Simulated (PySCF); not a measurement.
Zr(Cl)2(OH)2 (Cl2H2O2Zr), SMILES [OH][Zr]([OH])([Cl])[Cl], multiplicity 1.

Geometry: B3LYP-D3(BJ)/def2-SVP. The multiplicity is an assumed one; no other spin state was optimised. The structure was generated by enumeration; whether it is a known compound was not checked. The def2 effective core potentials stand for the cores of Zr; spin–orbit coupling is left out. The values are those of a single conformer.

Two levels are set side by side: PBE/def2-TZVP (PySCF) and B3LYP/def2-TZVP (PySCF). Same geometry, gas phase. Differences are taken from unrounded values.

```
quantity                     B3LYP    PBE  PBE minus B3LYP
---------------------------  -----  -----  ---------------
orbital gap (eV)              7.04   5.33            -1.71
highest occupied level (eV)  -8.63  -7.52             1.12
lowest empty level (eV)      -1.60  -2.19            -0.59
dipole moment (D)             3.91   3.89            -0.01
mean polarisability (bohr³)   70.7   74.0              3.3
```

Without exact exchange PBE keeps part of each electron's self-repulsion, which lifts occupied levels and narrows the gap. PBE's more diffuse valence density responds more strongly to a field. Differences between two approximate levels are no errors against the true value.

Rough cost on one machine, each run with all the roots and properties that it gave: B3LYP against PBE within a factor of 2.
